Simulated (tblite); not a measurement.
Compound: C₆H₁₁O₂ (doublet state).
Numbering: `[CH2:1]=[C:2]([CH2:3][O:4])[CH2:5][O:6][CH2:7][CH3:8]` (hydrogens: H9, H10 on C1; H11, H12 on C3; H13, H14 on C5; H15, H16 on C7; H17, H18, H19 on C8)

Structure optimised with GFN2-xTB, isolated species. This method treats the open shell by occupation alone, without spin polarisation.

(1) Give the optimised bond lengths and angles.

## Answers

(1) 
```tsv
bond	length (Å)
C1=C2	1.333
C2–C3	1.509
C3–O4	1.310
C2–C5	1.494
C5–O6	1.403
O6–C7	1.410
C7–C8	1.527
C1–H9	1.075
C1–H10	1.077
C3–H11, C3–H12	1.121
C5–H13, C5–H14	1.103
C7–H15, C7–H16	1.097
C8–H17, C8–H18, C8–H19	1.087
```

Bonds in one row agree within 0.01 Å and their mean is given. A selection of angles:
```tsv
angle	degrees
C1–C2–C3	122.3
C1–C2–C5	124.0
C3–C2–C5	113.8
C2–C3–O4	117.8
C2–C5–O6	111.9
C5–O6–C7	114.4
O6–C7–C8	114.0
```

Dihedral angles: C1–C2–C3–O4 -178° (antiperiplanar); C1–C2–C5–O6 -3° (synperiplanar); C2–C5–O6–C7 169° (antiperiplanar); C5–O6–C7–C8 69° (synclinal). The mirror-image conformer, all signs reversed, is as good.

C1 (carbon bonded to C and 2 H) is planar (angles 121.7°, 120.7° and 117.6°, sum 360.0°, 0.00 Å off the plane of its three neighbours). The C–C distances run from 1.333 Å (C1=C2, drawn double) to 1.527 Å (C7–C8, drawn single), a spread of 0.194 Å. C2 (carbon bonded to 3 C) is planar (angles 124.0°, 122.3° and 113.8°, sum 360.0°, 0.00 Å off the plane of its three neighbours). Of the pairs four or more bonds apart, O6···H9 is among the closest relative to their van der Waals radii: 2.43 Å, 89 % of the sum of Bondi's values. The 3 C–O bonds span 1.310 Å (C3–O4, drawn single) to 1.410 Å (O6–C7, drawn single), a spread of 0.100 Å.

Point group: C1 (no symmetry element, even within 0.4 Å). Its GFN2-xTB frequencies are all real (lowest 37 cm⁻¹). 3 starts were optimised and ended at 0.00, 2.15 and 2.39 kcal/mol (GFN2-xTB); the lowest of these is shown.

All values are computed, not measured.
